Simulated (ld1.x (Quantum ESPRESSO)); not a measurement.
PBE ultrasoft dataset for neon (Ne), scalar-relativistic all-electron reference.

* Element: Ne
* Generator: ld1.x (Quantum ESPRESSO) 7.5
* Type: ultrasoft
* Functional: PBE
* Relativity: scalar-relativistic
* Frozen core: [He]
* Valence charge: 8
* Reference configuration: 2s2 2p6
* Partial waves: 2s (bound): rcut 0.55, rcutus 0.65 bohr; 2s channel at -1.9 Ry: rcut 0.55, rcutus 0.65 bohr; 2p (bound): rcut 1.00, rcutus 1.10 bohr; 2p channel at 0.05 Ry: rcut 1.00, rcutus 1.10 bohr
* Local potential: all-electron potential smoothed inside 0.75 bohr (lloc = -1)
* Core correction: Bessel-smoothed model core, default radius (core density twice the valence density)
* Augmentation charge: built from norm-conserving waves at rcut, not smoothed further

All-electron outer shells of the reference configuration (PBE, scalar-relativistic, ld1.x):

```csv
shell,level (eV),outermost node (bohr),outermost maximum (bohr)
1s,-830.80,–,0.10
2s,-36.40,0.22,0.68
2p,-13.33,–,0.62
```

Results:

```json
{
  "Cutoffs needed": "70 Ry and 160 Ry (the cutoffs (Ry, on a coarse ladder) from which the occupation-weighted sum of valence levels, in a spherical-Bessel basis at the reference potential, stays within 10 and 1 mRy of its value at 400 Ry)",
  "Ghost test": "no extra level below or beside the all-electron valence levels (s, p, d, f tested) (spherical-Bessel basis up to 400 Ry, 20 bohr box)",
  "Largest excitation error": "+783 meV (all-electron minus pseudo) for 2s2 2p2, out of 6 test configurations",
  "Lowest eigenvalue of the overlap operator": "0.45 (s channel)"
}
```

Generation and tests took about 0.81 s on one core of a shared server CPU.
